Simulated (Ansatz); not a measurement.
C₃H₄AlF, SMILES `C=[C]1[AlH][CH]1F`. Charge 0, multiplicity 1. All single points use the PBE0-D4/def2-TZVP geometry.

```xyz
9

C     0.287   -1.289   -0.806
C    -0.393   -0.278   -0.258
Al   -0.614    0.341    1.510
C    -0.025    1.162   -0.173
F     1.197    1.572   -0.663
H     0.008   -2.321   -0.621
H     1.137   -1.123   -1.466
H    -0.788    0.126    3.062
H    -0.808    1.809   -0.584
```

Q: What is the dipole moment at PBE/def2-TZVPP? (Estimate.)

A: Computed: 2.19 D, with components (-1.24, -0.40, 1.76) D in this frame, pointing from negative to positive charge.

Q: And with r2SCAN, B3LYP, ωB97M-V? (An estimate is asked.)

A: The calculation gave: r2SCAN 2.36 D, B3LYP 2.53 D, ωB97M-V 2.68 D.

Q: Give the Mulliken charges with PBE, r2SCAN, ωB97M-V in def2-TZVPP. (Estimate.)

A: Ansatz gave: 
```csv
atom,PBE,r2SCAN,ωB97M-V
C1,-0.28,-0.25,-0.29
C2,-0.08,-0.16,-0.10
Al3,0.26,0.43,0.36
C4,0.04,0.06,-0.02
F5,-0.20,-0.24,-0.24
H6,0.11,0.10,0.12
H7,0.10,0.09,0.12
H8,-0.04,-0.09,-0.04
H9,0.08,0.07,0.10
```

B3LYP here is the variant with VWN-RPA as its local correlation; programs differ in this.
